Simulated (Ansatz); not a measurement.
```xyz
5

F    -0.1478   -1.0925    1.3414
Ge    0.0375   -0.0191    0.0300
F     1.7077    0.3009   -0.0899
Cl   -0.9809    1.7655    0.4471
Cl   -0.6164   -0.9549   -1.7286
```

Total charge 0; spin multiplicity 1.

Q: List the PBE/def2-TZVPP orbital energies in eV (Ansatz). (An estimate is asked.)

A: Computed: Occupied: -10807.53, -2740.10, -2740.09, -1340.67, -1194.11, -1194.10, -1194.10, -660.49, -660.49, -250.66, -250.66, -191.38, -191.38, -191.17, -191.17, -191.17, -191.16, -165.47, -116.93, -116.91, -116.90, -33.22, -33.01, -32.77, -32.68, -32.68, -29.84, -29.13, -21.80, -21.24, -14.75, -12.17, -11.86, -11.70, -10.45, -10.41, -10.20, -9.92, -9.17, -9.01, -8.77, -8.64. Lowest empty: -2.94, -0.38, -0.04, 0.48, 3.17, 3.92, 4.49, 4.65.
